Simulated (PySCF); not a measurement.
Isomers of C6H8S.

All values: PBE0/def2-SVPD (PySCF) at GFN2-xTB geometries, gas phase, one conformer each. Core orbitals are frozen in the response; Δα² is half the sum of the squared differences of the principal polarisabilities.

(1) Rank by HOMO–LUMO gap, lowest first.
A. `[CH:1]#[C:2][C:3]1([CH2:4][SH:5])[CH2:6][CH2:7]1` with C2–C3–C4–S5 -64°, C3–C4–S5–H -53°
B. `[CH3:1][C:2](=[S:3])[C@H:4]1[C@@H:5]2[CH2:6][C@H:7]12` with C1–C2–C4–C5 145°
C. `[CH2:1]=[CH:2][C:3]#[C:4][CH2:5][S:6][CH3:7]` with C4–C5–S6–C7 -63°

(2) Rank by mean static polarisability, highest first.
A. `[CH:1]#[C:2][C@@H:3]([CH3:4])[C:5]([CH3:6])=[S:7]` with C2–C3–C5–C6 -63°
B. `[CH2:1]=[CH:2][C:3]#[C:4][CH2:5][S:6][CH3:7]` with C4–C5–S6–C7 -63°
C. `[CH:1]#[C:2][C:3]1([CH2:4][SH:5])[CH2:6][CH2:7]1` with C2–C3–C4–S5 -64°, C3–C4–S5–H -53°

Results:

(1) B (4.28 eV), C (5.39 eV), A (7.16 eV).

(2) B (14.66 Å³), A (13.53 Å³), C (13.01 Å³).

All values together:

| SMILES | μ (D) | HOMO (eV) | LUMO (eV) | α (Å³) | Δα (Å³) |
| --- | --- | --- | --- | --- | --- |
| C#C[C@@H](C)C(C)=S | 2.73 | -6.44 | -2.16 | 13.53 | 4.68 |
| C=CC#CCSC | 1.56 | -6.44 | -1.04 | 14.66 | 9.50 |
| C#CC1(CS)CC1 | 2.13 | -6.82 | 0.35 | 13.01 | 3.32 |
| CC(=S)[C@H]1[C@@H]2C[C@@H]21 | 2.46 | -6.26 | -1.98 | 13.08 | 5.23 |

Conformers: `[CH:1]#[C:2][C@@H:3]([CH3:4])[C:5]([CH3:6])=[S:7]` with C2–C3–C5–C6 -63°; `[CH2:1]=[CH:2][C:3]#[C:4][CH2:5][S:6][CH3:7]` with C4–C5–S6–C7 -63°; `[CH:1]#[C:2][C:3]1([CH2:4][SH:5])[CH2:6][CH2:7]1` with C2–C3–C4–S5 -64°, C3–C4–S5–H -53°; `[CH3:1][C:2](=[S:3])[C@H:4]1[C@@H:5]2[CH2:6][C@H:7]12` with C1–C2–C4–C5 145°.
